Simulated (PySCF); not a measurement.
# Converging LiCd in the basis (CCSD(T))

PySCF, UHF reference; doublet, unpaired electrons σ ↑; De to Li + Cd without counterpoise correction. Frozen cores follow the default of each basis and core potential.

```csv
basis,relativity,functions,Re (Å),ωe (cm⁻¹),De (eV),frozen orbitals
def2-SVP,scalar-relativistic core potentials,40,3.381,72.7,0.04,0
def2-SVPD,scalar-relativistic core potentials,46,3.266,97.4,0.06,0
def2-TZVP,scalar-relativistic core potentials,54,3.403,64.8,0.03,0
```

(1) How does each smaller set differ from the one with most functions, def2-TZVP?

Correlated steps freeze no core orbitals. The bond is weak. Basis-set superposition, not corrected here, can be much of De in a small basis, most of all at correlated wavefunction levels. Spin–orbit coupling is left out. The state was picked by a PBE0 search and need not be the measured ground state.

Answers

(1) def2-SVP: -2.2 pm, +12.2 % in ωe, +0.01 eV in De; def2-SVPD: -13.7 pm, +50.3 % in ωe, +0.03 eV in De. All at CCSD(T); the set with most functions is neither the basis-set limit nor always the best.
